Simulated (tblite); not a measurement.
Compound: C7H11S (doublet state).
Cartesian coordinates in Å at the GFN2-xTB level; atoms count from 1:
```
atom  x, y, z in Å
C1    -2.3230   -0.6996   -0.4685
C2    -1.4861    0.5720   -0.4037
C3    -0.0219    0.2645   -0.1986
C4     1.0051    1.3733    0.1206
C5     1.7811    0.1729    0.6226
C6     2.3572   -0.5446   -0.5229
S7     0.7928   -0.6403   -1.5964
C8     0.4909   -0.5029    1.0401
H9    -1.9624   -1.3427   -1.2677
H10   -2.2621   -1.2436    0.4712
H11   -3.3644   -0.4553   -0.6612
H12   -1.8295    1.2044    0.4199
H13   -1.5912    1.1375   -1.3328
H14    0.6554    2.0403    0.9045
H15    1.4255    1.9370   -0.7086
H16    2.6848   -1.5599   -0.3162
H17    3.1142    0.0043   -1.0768
H18    0.0628   -0.1188    1.9625
H19    0.4610   -1.5894    1.0199
```

Computed with GFN2-xTB (tblite): harmonic, unscaled wavenumbers at the GFN2-xTB geometry, gas phase. The method is semi-empirical: single wavenumbers can be off by several per cent or more. One conformer, not necessarily the lowest. Open shells enter through the occupations alone, without spin polarisation, and single modes of such species can be off by tens of per cent.

Harmonic wavenumbers (cm⁻¹): 75.5, 159.1, 196.0, 256.2, 294.8, 398.3, 413.4, 442.8, 463.7, 538.4, 600.2, 692.2, 814.7, 860.1, 865.9, 917.1, 930.5, 935.1, 983.3, 1003.5, 1024.3, 1036.1, 1065.8, 1099.6, 1125.5, 1146.0, 1148.0, 1162.7, 1189.0, 1238.6, 1252.4, 1267.4, 1324.4, 1409.5, 1453.0, 1459.7, 1468.1, 1482.9, 1494.6, 1499.6, 2955.5, 2976.1, 3013.2, 3017.8, 3019.8, 3020.6, 3021.6, 3023.1, 3039.1, 3042.6, 3045.0.

A = 2947, B = 1599, C = 1333 MHz; mass 127.058 u (most abundant isotopes); point group C1, symmetry number 1; spin multiplicity 2.

**Question.** What is the zero-point energy?

**Answer.** Half the sum of the wavenumbers: 35181 cm⁻¹ = 420.86 kJ/mol.

**Question.** What is S at 200 K and 1 bar for an ideal gas of classical rigid rotors and harmonic oscillators?

**Answer.** Translation 160.98, rotation 113.54, vibration 44.38, spin (R ln 2) 5.76: S = 324.7 J/(mol K).

**Question.** And Cp and H(200 K) − H(0)?

**Answer.** Cp = 96.50 J/(mol K), of which vibrations give 63.25 (their classical limit is 51 R = 424.0); H(200 K) − H(0) = 12.07 kJ/mol without the zero-point energy, 5.42 from vibrations.

**Question.** Blend soft modes into free rotors: weight 1/[1 + (100 cm⁻¹/ν̃)⁴] for the oscillator and the rest for a rotor with moment μB/(μ + B), μ = h/(8π²ν), B = 10⁻⁴⁴ kg m². What vibrational entropy results?

**Answer.** 43.14 J/(mol K) in place of 44.38, which changes −T·S at 200 K by +0.25 kJ/mol.

**Question.** What must be added to the electronic energy to get the Gibbs energy at 200 K and 1 bar?

**Answer.** ZPE + [H(200 K) − H(0)] − T·S = 420.86 + 12.07 − 64.93 = 368.00 kJ/mol.

Hindered rotation and anharmonicity are outside this model. Other conformers, if any are populated, would add a mixing term that is left out. The structure is chiral; the term R ln 2 for an equal mix with its mirror image is left out.
